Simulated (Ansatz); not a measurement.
```yaml
crystal:
  periodic: [false, false, false]
  atoms:
    - {symbol: F, position_ang: [1.859255, -0.343984, -0.757272]}
    - {symbol: Si, position_ang: [0.285768, -0.206877, -0.605858]}
    - {symbol: C, position_ang: [-0.466674, 0.494272, 0.814747]}
    - {symbol: N, position_ang: [-0.480569, -0.796516, 0.859993]}
    - {symbol: H, position_ang: [-0.321410, -0.404230, -1.925232]}
    - {symbol: H, position_ang: [-0.834270, 1.193336, 1.567522]}
basis:
  gaussian: {orbitals: "6-31++G**"}
hamiltonian: {xc: {name: SPW92}}
output: {forces: true}
```

```sh
$ ansatz run in.yaml --threads 2 --pin off --events-out ev --progress --plain --max-ram 4352MiB
```

It prints (some lines left out):

```
Functional definition: SPW92
893 factors; their error is unknown
mean field evaluation 1: about -13072.7627 eV, gradient 6.6e1 eV
mean field evaluation 2: about -13014.6222 eV, gradient 1.5e2 eV
mean field evaluation 4: about -13081.6198 eV, gradient 2.6e1 eV
mean field evaluation 8: about -13082.9233 eV, gradient 1.5e-1 eV
mean field evaluation 16: about -13082.8829 eV, gradient 2.4e-4 eV
mean field -13082.88292730 eV, -480.7870796819 hartree, gradient 1.6e-5 eV, S^2 0.000000; 0 other end points of the search recorded, 0 dependent functions left out
reference -13082.88299427 eV, -480.7870821427 hartree; 19, 19 occupied and 73, 73 virtual orbitals, 893 factors
Total energy: -13082.88299427 eV, -480.7870821427 hartree
Atom 0 at     1.859255    -0.343984    -0.757272 Å, force     0.906232    -0.087899    -0.017987 eV/Å
Atom 1 at     0.285768    -0.206877    -0.605858 Å, force    -0.437749     0.204514    -0.491007 eV/Å
Atom 2 at    -0.466674     0.494272     0.814747 Å, force     0.017378     0.250231     0.001244 eV/Å
Atom 3 at    -0.480569    -0.796516     0.859993 Å, force    -0.206903    -0.628608     0.413257 eV/Å
Atom 4 at    -0.321410    -0.404230    -1.925232 Å, force    -0.132282    -0.061009    -0.211175 eV/Å
Atom 5 at    -0.834270     1.193336     1.567522 Å, force    -0.146677     0.322772     0.305669 eV/Å
Dipole moment:    -0.174442     0.332130    -0.180182 e Å
```

Run time 0.9 s (2 threads of an Arm Neoverse V1 on a shared host); peak host memory 0.11 GiB.
